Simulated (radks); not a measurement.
The numbers below are computed, except where a source is named.
Ho LIV, 14 electrons, occupied as [Ne] 3s2 3p2.

Code: a radial shooting solver on a logarithmic mesh with Libxc functionals. Model: scalar-relativistic Kohn-Sham, PBE, spin-unpolarised, spherical densities, point nucleus.

Energy parts (eV):
part                      energy
total                 -263036.93
kinetic                289928.00
electron-nucleus      -575868.94
Hartree                 26620.81
exchange-correlation    -3716.80

Orbitals (lengths in bohr, moments of r in powers of bohr; <r^-3> diverges for s and p1/2):
| orbital | occ. | eigenvalue (eV) | <r^-3> |
|---|---|---|---|
| 1s | 2 | -59450.81 | - |
| 2s | 2 | -13050.73 | - |
| 2p | 6 | -12024.75 | 13920 |
| 3s | 2 | -5243.205 | - |
| 3p | 2 | -4934.608 | 3751 |
| 3d | 0 | -4639.395 | 525.4 |
| 4s | 0 | -2793.872 | - |

The highest occupied level is 3p at -4934.6 eV. Summed over all electrons, <r^2> = 0.2590 bohr^2, which gives a Langevin (diamagnetic) susceptibility term of -0.205 x 10^-6 cm^3/mol. The density falls to 0.001 e/bohr^3 at r = 0.61 bohr.
